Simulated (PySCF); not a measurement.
Computed Raman spectrum (relative Raman activity) of a molecule C2H7AlClN. Geometry optimised at PBE-D3(BJ)/def2-SVP. Other conformers were not sampled. Calculation: PySCF 2.14.0 with PBE-D3(BJ)/def2-SVP. Frequencies are harmonic and unscaled.

Lines under 2 % of the strongest are left out, and lines within 2 cm⁻¹ are merged.

```csv
ν (cm⁻¹),relative intensity
445,8.4
569,2.8
827,6.3
1012,2.4
1173,2.9
1346,2.7
1375,6.0
1424,7.2
1431,10
1471,3.0
2953,43
2959,99
3003,59
3036,56
3051,18
3502,100
3595,57
```

Which molecule gave these data?
(A) C[CH2][Al]([NH2])[Cl]
(B) C[N](C)[AlH][Cl]
(C) C[NH][Al]([CH3])[Cl]

A, C[CH2][Al]([NH2])[Cl]
